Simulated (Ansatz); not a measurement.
`O[SiH2]CS` + `NC(S)[SiH2]Cl` → `O[SiH2][SiH2]Cl` + `NC(S)CS`  (formal exchange of groups at the Si–C bond)

Calculated with Ansatz (gas phase, PBE0-D4/def2-TZVP geometries, no zero-point term in ΔE). CCSD(T)/CBS adds triple-zeta CCSD(T) − MP2 to the extrapolated MP2 energy (def2 sets, frozen cores). DFT in def2-TZVPP. B3LYP here is the variant with VWN-RPA as its local correlation; programs differ in this. HSE06 is defined as in plane-wave codes. One conformer a species, not always the lowest.

```tsv
level	ΔE (kJ/mol)	difference from CCSD(T)/CBS
LDA (SPW92)	29.0	-7.2
PBE-D4	29.0	-7.2
revPBE-D4	28.8	-7.4
BLYP-D4	33.9	-2.3
B3LYP-D4	35.2	-1.0
ωB97X-V	34.3	-1.9
PBE	28.5	-7.7
BLYP	32.6	-3.6
PBE0	30.6	-5.6
r2SCANh	36.5	0.3
HSE06	30.7	-5.5
CAM-B3LYP	36.1	-0.1
HF/def2-SVP	32.2	-4.0
CCSD(T)/def2-SVP	25.3	-10.9
HF/def2-QZVPP	35.1	-1.1
SCS-MP2/def2-QZVPP	40.1	3.9
CCSD(T)/CBS	36.2	0
```

(1) What do rigid-rotor, harmonic-oscillator terms from PBE0-D4/def2-TZVP frequencies (298.15 K, 1 bar) make of the CCSD(T)/CBS value? (Estimate.)

Largest T1 diagnostic among the species: 0.011.

Results:

(1) The calculation gave: ΔZPE = +2.8 kJ/mol, ΔH = +39.0 kJ/mol, ΔS = 2 J/(mol·K), ΔG = +38.5 kJ/mol. Modes under 50 cm⁻¹ make the entropy rough.

From BLYP to BHLYP (50 % exact exchange), in def2-TZVPP and without D4, ΔE moves by +3.5 kJ/mol. At CCSD(T), def2-SVP lies −10.9 kJ/mol from the extrapolated value and def2-TZVPP −0.3 kJ/mol.
